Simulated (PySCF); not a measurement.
**Electron correlation in P³⁺ (phosphorus, charge +3)**

[Ne] 3s2, closed-shell 1S. Computed with PySCF 2.14 in aug-cc-pV(D+d)Z, with no relativity, point nucleus. Frozen: [Ne]; 2 electrons correlated.

With two correlated electrons CCSD is exact within the correlated space (frozen core and kept virtual orbitals).

| level | correlation energy (mhartree) |
| --- | --- |
| CCSD | -48.32 |

Diagnostics: T1 = 0.0041, D1 = 0.0058, largest double amplitude 0.117.

Task: Is a single reference adequate?

Result: Mostly. T1 lies below 0.03, but a double amplitude of this size points to a near-degeneracy that CCSD handles and MP2 describes poorly.
